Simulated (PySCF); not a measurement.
A structure optimised at B3LYP-D3(BJ)/def2-SVP, used in a PySCF frequency run:

```xyz
4

Hf    -0.1866     0.5193     0.0000
O      0.7840     1.9808     0.0000
Br     0.1023    -0.7605    -2.1652
Br     0.1023    -0.7605     2.1652
```

**Question.** Write its SMILES, formula and point group.

**Answer.** [O]=[Hf]([Br])[Br], Br₂HfO, Cs

**Question.** What are its rotational constants (standard atomic weights)?

**Answer.** 2.2872, 0.65912, 0.53051 GHz
